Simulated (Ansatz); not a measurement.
Basis-set extrapolation for CH2BFOS, SMILES `OB1SC1F` (PBE0-D4/def2-TZVP geometry, frozen core, Ansatz). Multiplicity 1, RHF reference.

|  | def2-TZVPP | def2-QZVPP |
| --- | --- | --- |
| HF | -635.694831 | -635.716398 |
| MP2 correlation | -0.912679 | -0.988514 |
| CCSD(T) correlation | -0.973458 | not run |

Energies in hartree. Use E(X) = E(∞) + A·exp(−7.88·√X) for Hartree–Fock and E(X) = E(∞) + B·X^(−2.97) for correlation, with X = 3 and 4, and add CCSD(T) minus MP2 of the smaller set to the MP2 limit.

Question: What is the CCSD(T) energy at the basis-set limit?

Answer: HF limit: -635.716398 + (-0.021567) × 0.13774 = -635.71937. MP2 limit: -0.988514 + (-0.075835) × 0.74074 = -1.04469. Higher-order term: -0.973458 − (-0.912679) = -0.06078. Total: -636.82484 hartree, 98.2 kcal/mol below CCSD(T)/def2-TZVPP.
